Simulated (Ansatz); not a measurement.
## A rate constant, worked out

An elementary step of GaH$_{5}$SO, singlet (GaH₃S ([SH][GaH2]) + H₂O → GaH₃O ([OH][GaH2]) + H₂S (still joined by a long Ga–S bond); Ga–S, H–O broken or loosened, Ga–O, S–H formed or tightened). The start structure is the complex of the reactants, bound by 0.61 eV, and the electronic barrier above it is 0.823 eV by CCSD(T) at an estimated basis limit (MP2 extrapolated from triple and quadruple zeta, plus CCSD(T) − MP2 in triple zeta). Computed with Ansatz 0.2.0 (basis: def2-TZVPP and def2-QZVPP); correlated methods freeze the cores. Filled d shells of the heavier atoms are correlated. The def2 sets are not built for correlating such inner shells, so the correlated values are less sure here. Extrapolation: Hartree–Fock as exp(−7.88 √X), correlation as X^−2.97. Harmonic wavenumbers at PBE0-D4/def2-TZVP (Ansatz 0.2.0), in cm⁻¹:

Start: 132, 208, 257, 317, 372, 394, 437, 571, 606, 687, 691, 733, 1614, 1973, 1999, 2718, 3684, 3875.

Saddle: 539i, 215, 297, 354, 440, 477, 547, 566, 598, 679, 734, 812, 1256, 1535, 1988, 2008, 2721, 3886.

**Question.** Work out the transition-state-theory rate constant at 800 K from these numbers alone (harmonic vibrations; rotation, path degeneracy and anharmonicity left out), and the Wigner tunnelling factor. Use 1 cm⁻¹ = 1.2398 × 10⁻⁴ eV and k_B = 8.617 × 10⁻⁵ eV/K.

**Answer.** Zero-point energies, half the sums: start 21268/2 cm⁻¹ = 1.3184 eV; saddle, real modes only, 19113/2 cm⁻¹ = 1.1849 eV.
Barrier with zero-point energy: 0.823 + 1.1849 − 1.3184 = 0.6895 eV.
k_BT = 0.06894 eV, so the barrier is 10.00 k_BT.
Vibrational partition functions from the zero-point level, ln q = −Σ ln(1 − exp(−hν/k_BT)): start 8.522, saddle 6.426.
k = (k_BT/h) exp(ln q‡ − ln q) exp(−E0/k_BT), with log₁₀(k_BT/h in s⁻¹) = 13.22: log₁₀ k = 13.22 + (-2.096 − 10.00)/2.3026 = 7.97, so k ≈ 9 × 10^(7) s⁻¹.
Wigner factor: 1 + (hν‡/k_BT)²/24 = 1 + (0.97)²/24 = 1.04. A change of 1 kcal/mol (0.043 eV) in the barrier would change k by a factor of 1.9 at this temperature.

No T1 diagnostic of these runs exceeds 0.014.

Labels in which every atom is bracketed show which atoms are joined, not bond orders.

For scale, one of the runs: CCSD(T)/def2-TZVPP, 191 basis functions, launched by `ansatz run in.yaml --threads 4 --pin off --events-out ev --progress --plain --max-ram 9574MiB`. The run took 78 s on 4 CPU threads of an Intel Xeon (shared host), with 2 GiB of host memory at its peak.
